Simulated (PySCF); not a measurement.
A calculated (M06-L, PySCF 2.14, cc-pVDZ-DK, scalar relativity by spin-free X2C-1e) atom or ion has these occupied shells.

```csv
shell,electrons,orbital energy (eV),"rms radius, mean of both spins (bohr)"
1s α,1,-3147.7,0.0992
1s β,1,-3147.4,0.0992
2s α,1,-317.84,0.448
2s β,1,-317.71,0.448
2p α,3,-247.64,0.418
2p β,3,-247.36,0.418
3s α,1,-38.861,1.48
3s β,1,-36.815,1.48
3p α,3,-23.241,1.70
3p β,2,-21.828,1.70
```

Q: Name the element and its charge.

A: Ar⁺ (argon, charge +1), in [Ne] 3s2 3p5, 2P determinant.
